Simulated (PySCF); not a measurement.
From computed data to an observable: oscillator strength and radiative lifetime

Sb(Et)3 (C6H15Sb), SMILES [CH2](C)[Sb]([CH2]C)[CH2]C.

Coordinates come from a B3LYP-D3(BJ)/def2-SVP optimisation. The isomer is the one that the SMILES or the coordinates give; other isomers of the formula were not compared. The def2 effective core potentials stand for the cores of Sb; spin–orbit coupling is left out. The values are those of a single conformer.

PySCF 2.14.0 with TDDFT-CAM-B3LYP/def2-SVP puts the first singlet state with f over 0.02 at 5.69 eV (vertical), with the transition dipole (-0.585, 0.718, 0.051) in atomic units.

Problem. Find the oscillator strength, the wavelength and the radiative lifetime that this transition would have in vacuum if emission retraced absorption.

Solution. 
|μ|² = 0.8603 au, so |μ| = 2.36 D. ΔE = 5.69/27.211 = 0.2091 hartree. f = (2/3) ΔE |μ|² = 0.120 (the program prints 0.120).
λ = 1239.84/5.69 = 218 nm; ν = 45893 cm⁻¹.
Einstein's coefficient A = 0.6670 ν² f s⁻¹ (ν in cm⁻¹) = 1.7e8 s⁻¹, so τ = 1/A = 5.9 ns. This state is S1. The figure is the radiative limit of this one transition; relaxation, internal conversion, crossing to triplets and a medium change what is measured.
